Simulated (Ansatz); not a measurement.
Cost and result for the atomization energy of C₃H₈OSi (`C=CO[SiH2]C`) (13 atoms, 12 bonds).

```xyz
13

C    -0.711    1.144    2.072
C     0.472    1.056    1.476
O     0.753    0.397    0.332
Si   -0.325   -0.461   -0.600
C     0.651   -1.131   -2.026
H    -0.801    1.706    2.991
H    -1.604    0.673    1.677
H     1.354    1.536    1.889
H    -0.928   -1.550    0.216
H    -1.416    0.444   -1.055
H     1.096   -0.320   -2.607
H     0.004   -1.711   -2.689
H     1.453   -1.784   -1.675
```

Charge 0, multiplicity 1. The geometry is a stationary point of PBE0-D4/def2-TZVP. It is one conformer, not always the lowest. Program: Ansatz. All runs use 2 threads of an AMD EPYC 7R13 on a shared host and a share of an NVIDIA H100 80 GB. Times are those of one run each, without the atoms' runs, and a repeat can differ threefold. Electronic energies, without spin–orbit coupling; frozen cores. CCSD(T)/CBS adds CCSD(T) − MP2 in def2-TZVPP to the MP2 limit, and its time is that of the two runs behind it. T1 = 0.012. B3LYP takes the VWN-RPA correlation (the form of Gaussian; ORCA's B3LYP/G).

CCSD(T)/CBS is a level of theory with its own doubt, some kJ/mol a heavy atom from the limit and from the frozen cores, so smaller differences don't rank the functionals.

```json
{"level": "ωB97M-V/def2-TZVPP (with forces)", "functions": "278", "wall time": "19 s"}
{"level": "PBE0-D4/def2-TZVPP", "functions": "278", "wall time": "20 s"}
{"level": "CCSD(T)/def2-TZVPP", "functions": "278", "wall time": "20 s"}
{"level": "B2PLYP/def2-TZVPP", "functions": "278", "wall time": "21 s"}
{"level": "B3LYP-D4/def2-TZVPP (with forces)", "functions": "278", "wall time": "22 s"}
{"level": "ωB97X-V/def2-TZVPP", "functions": "278", "wall time": "23 s"}
{"level": "PBE-D4/def2-TZVPP (with forces)", "functions": "278", "wall time": "23 s"}
{"level": "MP2/def2-QZVPP", "functions": "538", "wall time": "24 s"}
{"level": "r2SCAN-D4/def2-TZVPP (with forces)", "functions": "278", "wall time": "24 s"}
{"level": "CCSD(T)/CBS(def2)", "functions": "–", "wall time": "44 s"}
```

(1) What atomization energy does each give, and how far from CCSD(T)/CBS? (Best estimate.)

Results:

(1) Computed: 
```tsv
level	atomization (kJ/mol)	difference from CCSD(T)/CBS	per bond
ωB97M-V/def2-TZVPP (with forces)	5050.3	11.9	1.0
PBE0-D4/def2-TZVPP	5037.5	-0.9	-0.1
CCSD(T)/def2-TZVPP	4917.5	-120.9	-10.1
B2PLYP/def2-TZVPP	4989.4	-49.0	-4.1
B3LYP-D4/def2-TZVPP (with forces)	5040.9	2.5	0.2
ωB97X-V/def2-TZVPP	5045.4	7.0	0.6
PBE-D4/def2-TZVPP (with forces)	5111.0	72.6	6.1
MP2/def2-QZVPP	5049.3	10.9	0.9
r2SCAN-D4/def2-TZVPP (with forces)	5048.8	10.4	0.9
CCSD(T)/CBS(def2)	5038.4	0.0	0.0
```

In def2-TZVPP, CCSD(T) changes the Hartree–Fock value by +1160.5 kJ/mol (the triples alone add +65.7 kJ/mol) and MP2 by +1220.4 kJ/mol; breaking electron pairs costs correlation energy, which Hartree–Fock lacks. From PBE to PBE0 (25 % exact exchange), in def2-TZVPP and without D4, the atomization energy moves by −69.6 kJ/mol: exact exchange takes away binding that semilocal exchange gives to molecules. The D4 term adds +39.5 kJ/mol with B3LYP and +20.8 kJ/mol with PBE0; it sums over pairs of atoms, weighted by their polarisabilities, and B3LYP, whose exchange is more repulsive, gets the larger term.
